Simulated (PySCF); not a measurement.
Simulation results for B₂GeH₄, BClGeH₅N, BGeH₆N

All values are calculated (PySCF 2.14.0). Calculation on a computer-drawn molecule: optimised geometry and harmonic frequencies of an isolated molecule of the commonest isotopes, restricted reference for singlets and unrestricted otherwise, frozen core in MP2; on germanium a core potential holds 10 electrons, which the energies leave out, and 3d is frozen in MP2 and coupled-cluster steps.

Common to all runs: charge 0; multiplicity 1; method HF; basis and core potential on germanium cc-pVDZ-PP ECP10MDF.

(1) B₂GeH₄

Start structure:
```xyz
7
B2GeH4
B     -0.5177     1.4059    -0.3531
B     -0.1303     0.6212    -1.6481
Ge     1.7061     1.3058    -2.5242
H     -0.0926     1.0994     0.6602
H     -1.2036     2.3914    -0.3741
H     -0.5364    -0.2853    -2.2046
H      0.7805     2.1693    -3.4840
```

```
basis                                         : cc-pVDZ
rotational constants                          : 35.79, 3.139, 3.047 GHz
total energy                                  : -344.9890 hartree
convergence status largest gradient component : 6.118e-06 hartree/bohr
```

Drawn bonds:
```csv
atom,other atom,order
1,2,1
2,3,1
1,4,1
1,5,1
2,6,1
3,7,1
```

Optimised structure:
```xyz
7
B2GeH4
B     -0.5587     1.4208    -0.2615
B      0.0254     0.7205    -1.6585
Ge     1.7455     1.2170    -2.7379
H     -0.1930     1.0485     0.8233
H     -1.3441     2.3314    -0.2943
H     -0.5581    -0.2202    -2.1458
H      0.8889     2.1896    -3.6531
```

Modes:
```csv
frequency (cm⁻¹),reduced mass (dalton)
151.5,3.575
264.6,1.22
315.1,1.018
448.2,3.778
521.6,1.114
564.6,1.119
654,1.097
877.7,1.549
938,3.512
1058,1.51
1263,1.249
1990,1.021
2636,1.08
2658,1.065
2720,1.121
```

(2) BClGeH₅N

Start structure:
```xyz
9
BClGeH5N
B     -0.4594     1.5415    -0.6550
N     -0.7107     0.3034    -0.0739
Ge    -1.3934    -0.0481     1.6300
Cl    -3.1058    -1.2606     1.4103
H     -0.4913     2.5030     0.0288
H     -0.0324     1.5472    -1.7827
H     -0.7331    -0.4776    -0.7346
H     -0.2851    -0.9756     2.3353
H     -1.6495     1.1565     2.3726
```

```
basis                                         : cc-pV(D+d)Z
rotational constants                          : 7.049, 2.118, 1.768 GHz
total energy                                  : -835.0159 hartree
convergence status largest gradient component : 1.103e-05 hartree/bohr
```

Drawn bonds:
```csv
atom,other atom,order
1,2,1
2,3,1
3,4,1
1,5,1
1,6,1
2,7,1
3,8,1
3,9,1
```

Optimised structure:
```xyz
9
BClGeH5N
B     -0.5166     1.5261    -0.6591
N     -0.6310     0.2589    -0.0646
Ge    -1.2842    -0.1073     1.6077
Cl    -3.2578    -1.0047     1.4152
H     -0.8399     2.5030    -0.0379
H     -0.0887     1.6227    -1.7774
H     -0.3686    -0.5350    -0.6194
H     -0.4292    -1.1628     2.2905
H     -1.4447     1.1888     2.3757
```

Modes:
```csv
frequency (cm⁻¹),reduced mass (dalton)
52.43,2.88
168.1,2.782
279.6,2.45
350,1.711
423.5,22.3
563.5,1.28
650.7,2.971
733.3,1.055
818.7,1.08
868.8,1.048
931.7,1.026
1022,1.365
1099,1.354
1224,1.538
1358,1.269
1475,2.189
2285,1.02
2314,1.02
2663,1.054
2731,1.131
3799,1.076
```

(3) BGeH₆N

Start structure:
```xyz
9
BGeH6N
B     -1.1791     0.3825    -2.8140
N     -1.4215    -0.6399    -1.9739
Ge    -0.8289    -0.9336    -0.1694
H     -1.7036     0.3512    -3.8783
H     -0.6518     1.3294    -2.5065
H     -1.9373    -1.4143    -2.2816
H      0.0477    -2.1649    -0.1139
H     -0.0245     0.2512     0.1455
H     -1.9467    -1.1822     0.6655
```

```
basis : cc-pVDZ
```

Drawn bonds:
```csv
atom,other atom,order
1,2,1
2,3,1
1,4,1
1,5,1
2,6,1
3,7,1
3,8,1
3,9,1
```

Questions
1. Estimate the rotational constants of BGeH₆N (entry 3).
2. Give the table of modes values for BGeH₆N (entry 3).

Calculated values
1. 32.85, 3.884, 3.629 GHz
2. 
Modes:
```csv
frequency (cm⁻¹),reduced mass (dalton)
59.22,1.269
284.1,2.629
309.5,1.279
604.2,2.694
683.3,1.297
691.8,1.121
821.1,1.085
938.3,1.043
949.3,1.023
974.6,1.023
1018,1.348
1098,1.356
1233,1.429
1360,1.263
1485,2.438
2218,1.024
2239,1.018
2273,1.017
2648,1.055
2709,1.129
3797,1.076
```

Further results for BGeH₆N (entry 3):

```
total energy                                  : -376.0368 hartree
convergence status largest gradient component : 2.006e-05 hartree/bohr
```

Optimised structure:
```xyz
9
BGeH6N
B     -1.2215     0.3797    -2.8036
N     -1.4332    -0.7102    -1.9532
Ge    -0.8071    -0.9328    -0.2209
H     -1.6961     0.3762    -3.9101
H     -0.5664     1.3159    -2.4262
H     -1.9862    -1.4642    -2.3171
H      0.1002    -2.1654    -0.1638
H     -0.0383     0.3291     0.1496
H     -1.9971    -1.1489     0.7186
```
